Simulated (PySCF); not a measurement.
Ge(H)3(OMe) (CH₆GeO), SMILES [O](C)[GeH3].

The structure is a stationary point at ωB97X-D3(BJ)/def2-SVP.

Calculation: TDA-PBE0/def2-SVPD (PySCF).

Vertical excitations. Gas-phase values at a fixed geometry. State labels are in the subgroup Cs.

Computed UV-visible absorptions:
```tsv
state	symmetry	energy (eV)	λ (nm)	f	main pairs
S1	A"	6.42	193	0.000	HOMO→LUMO 98 %
S2	A"	7.06	176	0.042	HOMO→LUMO+1 98 %
S3	A'	7.37	168	0.034	HOMO−1→LUMO 95 %
S4	A"	7.78	159	0.002	HOMO→LUMO+2 93 %
S5	A'	7.93	156	0.033	HOMO−1→LUMO+1 79 %, HOMO→LUMO+3 19 %
S6	A"	8.13	152	0.009	HOMO→LUMO+4 93 %
S7	A'	8.34	149	0.054	HOMO→LUMO+3 59 %, HOMO−2→LUMO 22 %, HOMO−1→LUMO+1 12 %
S8	A'	8.53	145	0.068	HOMO−2→LUMO 74 %, HOMO→LUMO+3 14 %
S9	A"	8.55	145	0.008	HOMO−3→LUMO 90 %
S10	A'	8.67	143	0.002	HOMO−1→LUMO+2 91 %
T1	A"	6.03	205	0	HOMO→LUMO 91 %
T2	A"	6.81	182	0	HOMO→LUMO+1 88 %
T3	A'	6.84	181	0	HOMO−1→LUMO 90 %
T4	A'	7.54	165	0	HOMO−1→LUMO+1 62 %, HOMO→LUMO+3 18 %
```
Triplets are in the Tamm–Dancoff approximation.
